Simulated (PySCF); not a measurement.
Compound: C₃H₇ClO₂S.
Atom-mapped SMILES: `[CH3:1][CH:2]([CH3:3])[S:4](=[O:5])(=[O:6])[Cl:7]` (hydrogens: H8, H9, H10 on C1; H11 on C2; H12, H13, H14 on C3)

A GFN2-xTB structure was refined with PBE0-D3(BJ)/def2-SVP geometry optimisation, gas phase in PySCF 2.14.0. Its GFN2-xTB values:

| coordinate | GFN2-xTB |
| --- | --- |
| C1–C2 | 1.490 Å |
| C1–H8 | 1.106 Å |
| C2–S4 | 1.856 Å |
| C2–H11 | 1.080 Å |
| S4=O5 | 1.437 Å |
| S4–Cl7 | 2.036 Å |
| C1–C2–C3 | 116.2° |
| C1–C2–S4 | 105.0° |
| C2–S4–O5 | 109.0° |
| C2–S4–Cl7 | 101.8° |
| O5–S4–O6 | 120.0° |
| O5–S4–Cl7 | 106.8° |
| C1–C2–S4–O5 | 175° |

Task: How do these coordinates change at the PBE0-D3(BJ)/def2-SVP level?

Result: 
```csv
coordinate,PBE0-D3(BJ)/def2-SVP (Å or °),change
S4–Cl7,2.110,+0.074
C2–S4,1.813,-0.043
C2–H11,1.106,+0.026
C1–C2,1.515,+0.025
S4=O5,1.448,+0.011
C1–H8,1.098,-0.008
C1–C2–S4,110.5,+5.5
O5–S4–O6,121.6,+1.6
C2–S4–Cl7,100.7,-1.1
C1–C2–C3,115.7,-0.5
C2–S4–O5,109.5,+0.5
O5–S4–Cl7,106.8,0.0
C1–C2–S4–O5,177,+2
```

The energy falls by 23.9 kJ/mol over 11 energy and gradient evaluations, the largest force component goes from 0.0458 to 2.0e-04 Eh/bohr, and the atoms move by 0.080 Å rms after alignment. The bond that changes most is S4–Cl7 (ends: sulfonyl sulfur; chlorine bonded to S), which lengthens by 0.074 Å. Bonds longer at the end by more than 0.005 Å: 9 of 13; shorter: 4. Rotational constants go from 2178, 1703, 1573 to 2095, 1648, 1513 MHz.

The run used 141 basis functions and 75 SCF cycles in all. Time: 1.9 min of wall time; peak memory 0.62 GiB. Hardware: Arm Neoverse V1, one thread, shared host.

Not checked by PBE0-D3(BJ)/def2-SVP frequencies. One conformer, not necessarily the lowest.

Conformer computed: `[CH3:1][CH:2]([CH3:3])[S:4](=[O:5])(=[O:6])[Cl:7]`: C1–C2–S4–O5 177°.
